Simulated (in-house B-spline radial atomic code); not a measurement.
Tc II (Tc+): [Kr] 4d5 5s1

Level of theory: non-relativistic BLYP, spin-polarised, spherical fractional occupations, point nucleus; calculated with a B-spline radial code for spherical atoms.

Effective charges: Z_r = [3n² - l(l+1)]/(2<r>) from the radius, Z_e = n√(-2ε) from the energy, and Slater's rules. Values are occupation-weighted means over spin.

```json
{"shell": "1s", "electrons": "2", "ε (eV)": "-20330", "<r> (bohr)": "0.03545", "Z_r": "42.32", "Z_e": "38.66", "Slater": "42.70"}
{"shell": "2s", "electrons": "2", "ε (eV)": "-2855.5", "<r> (bohr)": "0.1547", "Z_r": "38.79", "Z_e": "28.97", "Slater": "38.85"}
{"shell": "2p", "electrons": "6", "ε (eV)": "-2637.3", "<r> (bohr)": "0.1325", "Z_r": "37.74", "Z_e": "27.85", "Slater": "38.85"}
{"shell": "3s", "electrons": "2", "ε (eV)": "-501", "<r> (bohr)": "0.4276", "Z_r": "31.57", "Z_e": "18.20", "Slater": "31.75"}
{"shell": "3p", "electrons": "6", "ε (eV)": "-416.25", "<r> (bohr)": "0.4217", "Z_r": "29.64", "Z_e": "16.59", "Slater": "31.75"}
{"shell": "3d", "electrons": "10", "ε (eV)": "-260.53", "<r> (bohr)": "0.3985", "Z_r": "26.35", "Z_e": "13.13", "Slater": "21.85"}
{"shell": "4s", "electrons": "2", "ε (eV)": "-76.007", "<r> (bohr)": "1.085", "Z_r": "22.11", "Z_e": "9.45", "Slater": "15.25"}
{"shell": "4p", "electrons": "6", "ε (eV)": "-51.24", "<r> (bohr)": "1.184", "Z_r": "19.43", "Z_e": "7.76", "Slater": "15.25"}
{"shell": "4d", "electrons": "5", "ε (eV)": "-15.385", "<r> (bohr)": "1.64", "Z_r": "12.80", "Z_e": "4.25", "Slater": "5.60"}
{"shell": "5s", "electrons": "1", "ε (eV)": "-11.486", "<r> (bohr)": "3.053", "Z_r": "12.28", "Z_e": "4.59", "Slater": "3.95"}
```

The least bound orbital is 5s up at -11.49 eV, and it is also the most diffuse (<r> = 3.053 bohr).

The density falls to 0.001 bohr⁻³ at 4.197 bohr; Σ<r²> = 42.787 bohr² gives, by the non-relativistic formula and without the paramagnetism of open shells, a Langevin diamagnetic susceptibility of -33.89×10⁻⁶ cm³/mol.
